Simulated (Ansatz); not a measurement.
`Cl[SiH2]Cl` + `C[SiH2]C[SiH2]O` → `C[SiH2][SiH](Cl)Cl` + `C[SiH2]O`  (redistribution)

Isolated molecules relaxed with PBE0-D4/def2-TZVP in Ansatz; ΔE leaves out vibrations. CCSD(T)/CBS is the MP2 limit (def2-TZVPP, def2-QZVPP) plus CCSD(T) − MP2 in def2-TZVPP, frozen cores. This one scheme is used for every species. Each species was taken in one conformer, which may not be the lowest.

| species | CCSD(T)/CBS(def2) energy (Eh) |
| --- | --- |
| `Cl[SiH2]Cl` | -1209.93203 |
| `C[SiH2]C[SiH2]O` | -735.52807 |
| `C[SiH2][SiH](Cl)Cl` | -1539.48961 |
| `C[SiH2]O` | -405.96945 |

**Question.** Work out ΔE.

**Answer.** ΔE = (-1539.48961) + (-405.96945) − (-1209.93203) − (-735.52807) = 0.00104 Eh = +2.7 kJ/mol.

Largest T1 diagnostic among the species: 0.011.

From PBE to PBE0 (25 % exact exchange), in def2-TZVPP and without D4, ΔE moves by +5.1 kJ/mol.
